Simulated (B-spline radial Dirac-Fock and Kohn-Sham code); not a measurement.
Model: Dirac-Fock energy differences between relaxed states, corrected for Breit and QED terms. Program: a radial atomic solver. K edges are those of the screened (neutral excited atom) model, which lie within a few eV to tens of eV of tabulated edges.

An X-ray tube with a hafnium target emits Kα1 at 55779.8 eV and Kβ1 at 63227.5 eV. K edges of lighter neighbours: Ho 55611.7 eV, Er 57477.6 eV, Tm 59381.7 eV, Yb 61323.6 eV, Lu 63311.5 eV.

**Question.** Which of these can serve as a Kβ filter, and which fluoresce under Kα1?

**Answer.** A Kβ filter needs its edge between the two lines: Er, Tm, Yb. Kα1 lies above the K edges of Ho, which therefore fluoresce.

An X-ray tube with a cadmium target emits Kα1 at 23172.0 eV and Kβ1 at 26090.9 eV. K edges of lighter neighbours: Tc 21044.5 eV, Ru 22116.2 eV, Rh 23217.8 eV, Pd 24348.9 eV, Ag 25513.9 eV.

**Question.** Which of these can serve as a Kβ filter, and which fluoresce under Kα1?

**Answer.** A Kβ filter needs its edge between the two lines: Rh, Pd, Ag. Kα1 lies above the K edges of Tc, Ru, which therefore fluoresce.

An X-ray tube with a bismuth target emits Kα1 at 77103.2 eV and Kβ1 at 87338.6 eV. K edges of lighter neighbours: Pt 78387.8 eV, Au 80718.2 eV, Hg 83099.6 eV, Tl 85525.6 eV, Pb 87999.0 eV.

**Question.** Which of these can serve as a Kβ filter, and which fluoresce under Kα1?

**Answer.** A Kβ filter needs its edge between the two lines: Pt, Au, Hg, Tl. Kα1 excites none of their K shells.

Values without a named source are computed, but for edge energies of neutral atoms, which are taken from tables.
